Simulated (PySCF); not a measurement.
Computed shifts of a molecule C3H5ClOSi, PBE/pcSseg-1 (PySCF), GIAO, gas phase, equivalent atoms averaged, in ppm (number of nuclei): ²⁹Si: 35.2 (1). ¹³C: 157.8 (1), 108.6 (1), 23.7 (1). ¹H: 6.92 (1), 6.27 (1), 5.58 (1), 2.14 (1), 2.03 (1). References: ³⁵Cl against HCl (σ = 936.5 ppm); ²⁹Si against TMS (σ = 335.4 ppm); ¹³C against TMS (σ = 182.0 ppm); ¹⁷O against H2O (σ = 334.3 ppm); ¹H against TMS (σ = 31.49 ppm), references at their B3LYP-D3(BJ)/def2-TZVP geometries, non-relativistic (without spin–orbit terms, shifts of atoms bonded to Cl or Br come out too high). Geometry: B3LYP-D3(BJ)/def2-SVP. Other conformers were not sampled.

**Question.** Which molecule gave these data?
(A) Cl[SiH2][C@@H]1C=CO1
(B) Cl[Si@H]1C=CCO1
(C) O=C1CC[Si@H]1Cl
(D) Cl[Si@@H]1CC=CO1

**Answer.** D, Cl[Si@@H]1CC=CO1
